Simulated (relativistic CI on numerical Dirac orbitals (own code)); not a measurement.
Inner-shell lines of Fe15+

Method of calculation: Dirac-Coulomb-Breit CI, KLI orbitals optimised for each configuration, model QED, valence Slater integrals scaled by 0.85 (own radial code, finite nucleus).

CI space (outside the closed core 1s2 2s2): 2p6 3s, 2p5 3s2, 2p5 3s 3d, 2p5 3s 4s, 2p5 3s 3p, 2p6 3p, 2p5 3p 4s. Levels of other configurations are missing.

The table holds the strongest lines. The upper levels have an inner-shell vacancy. Auger decay, open to those above the ionisation limit, is not computed, and radiative decays to configurations outside the model are missing too. Absolute energies can be off by a few tenths of a per cent, so close lines can change order. LS names give the leading component, which can be well under half, for lower levels too. Brackets number the levels in order of energy.

| E (eV) | Upper | Lower | A (s⁻¹) | gA (s⁻¹) |
| --- | --- | --- | --- | --- |
| 704.77 | 2p5 3s 3p 4D_5/2 [7] | 2p6 3p 2P°_3/2 [3] | 8.02e+10 | 4.81e+11 |
| 708.07 | 2p5 3s 3p 4D_3/2 [8] | 2p6 3p 2P°_1/2 [2] | 4.23e+11 | 1.69e+12 |
| 708.47 | 2p5 3s 3p 2D_3/2 [11] | 2p6 3p 2P°_3/2 [3] | 4.71e+11 | 1.89e+12 |
| 708.48 | 2p5 3s 3p 4P_5/2 [12] | 2p6 3p 2P°_3/2 [3] | 2.71e+11 | 1.63e+12 |
| 709.61 | 2p5 3s 3p 2P_1/2 [10] | 2p6 3p 2P°_1/2 [2] | 4.50e+11 | 8.99e+11 |
| 711.06 | 2p5 3s 3p 2D_3/2 [11] | 2p6 3p 2P°_1/2 [2] | 1.03e+11 | 4.11e+11 |
| 711.41 | 2p5 3s 3p 2S_1/2 [13] | 2p6 3p 2P°_3/2 [3] | 5.94e+11 | 1.19e+12 |
| 715.71 | 2p5 3s2 2P°_3/2 [4] | 2p6 3s 2S_1/2 [1] | 7.52e+11 | 3.01e+12 |
| 719.58 | 2p5 3s 3p 4P_3/2 [17] | 2p6 3p 2P°_3/2 [3] | 1.67e+11 | 6.68e+11 |
| 720.51 | 2p5 3s 3p 4D_3/2 [15] | 2p6 3p 2P°_1/2 [2] | 3.13e+11 | 1.25e+12 |
| 720.53 | 2p5 3s 3p 2D_5/2 [19] | 2p6 3p 2P°_3/2 [3] | 7.06e+11 | 4.24e+12 |
| 720.84 | 2p5 3s 3p 2S_1/2 [16] | 2p6 3p 2P°_1/2 [2] | 4.09e+11 | 8.18e+11 |
| 721.66 | 2p5 3s 3p 2P_3/2 [20] | 2p6 3p 2P°_3/2 [3] | 2.60e+11 | 1.04e+12 |
| 724.24 | 2p5 3s 3p 2P_3/2 [20] | 2p6 3p 2P°_1/2 [2] | 2.09e+11 | 8.35e+11 |
| 728.26 | 2p5 3s2 2P°_1/2 [5] | 2p6 3s 2S_1/2 [1] | 7.70e+11 | 1.54e+12 |
| 730.16 | 2p5 3s 3p 2P_1/2 [21] | 2p6 3p 2P°_3/2 [3] | 4.22e+11 | 8.44e+11 |
| 732.84 | 2p5 3s 3p 2D_3/2 [22] | 2p6 3p 2P°_3/2 [3] | 2.16e+11 | 8.63e+11 |
| 796.07 | 2p5 3s 3d 2P°_1/2 [32] | 2p6 3s 2S_1/2 [1] | 3.98e+11 | 7.96e+11 |
| 797.50 | 2p5 3s 3d 2P°_3/2 [34] | 2p6 3s 2S_1/2 [1] | 1.06e+12 | 4.22e+12 |
| 801.50 | 2p5 3s 3d 4D°_1/2 [37] | 2p6 3s 2S_1/2 [1] | 5.21e+12 | 1.04e+13 |
| 802.62 | 2p5 3s 3d 4D°_3/2 [38] | 2p6 3s 2S_1/2 [1] | 5.17e+12 | 2.07e+13 |
| 806.29 | 2p5 3s 3d 4F°_3/2 [39] | 2p6 3s 2S_1/2 [1] | 2.16e+11 | 8.62e+11 |
| 810.15 | 2p5 3s 3d 2P°_3/2 [43] | 2p6 3s 2S_1/2 [1] | 4.97e+12 | 1.99e+13 |
| 814.56 | 2p5 3s 3d 2P°_1/2 [45] | 2p6 3s 2S_1/2 [1] | 2.46e+13 | 4.92e+13 |
| 816.22 | 2p5 3s 3d 2P°_3/2 [46] | 2p6 3s 2S_1/2 [1] | 1.87e+13 | 7.48e+13 |
| 950.54 | 2p5 3p 4s 2S_1/2 [55] | 2p6 3p 2P°_1/2 [2] | 2.16e+11 | 4.32e+11 |
| 951.73 | 2p5 3p 4s 2D_3/2 [57] | 2p6 3p 2P°_1/2 [2] | 2.20e+11 | 8.80e+11 |
| 951.74 | 2p5 3p 4s 2D_5/2 [61] | 2p6 3p 2P°_3/2 [3] | 2.43e+11 | 1.46e+12 |
| 951.97 | 2p5 3s 4s 4P°_3/2 [48] | 2p6 3s 2S_1/2 [1] | 1.36e+11 | 5.43e+11 |
| 953.03 | 2p5 3s 4s 2P°_1/2 [49] | 2p6 3s 2S_1/2 [1] | 1.99e+11 | 3.98e+11 |
| 953.98 | 2p5 3p 4s 2P_3/2 [63] | 2p6 3p 2P°_3/2 [3] | 1.52e+11 | 6.07e+11 |
| 963.89 | 2p5 3p 4s 4D_3/2 [66] | 2p6 3p 2P°_1/2 [2] | 1.40e+11 | 5.59e+11 |
| 964.38 | 2p5 3p 4s 2D_5/2 [68] | 2p6 3p 2P°_3/2 [3] | 1.36e+11 | 8.14e+11 |
| 964.70 | 2p5 3s 4s 2P°_3/2 [52] | 2p6 3s 2S_1/2 [1] | 1.07e+11 | 4.30e+11 |
| 965.33 | 2p5 3p 4s 2D_3/2 [70] | 2p6 3p 2P°_3/2 [3] | 1.04e+11 | 4.16e+11 |
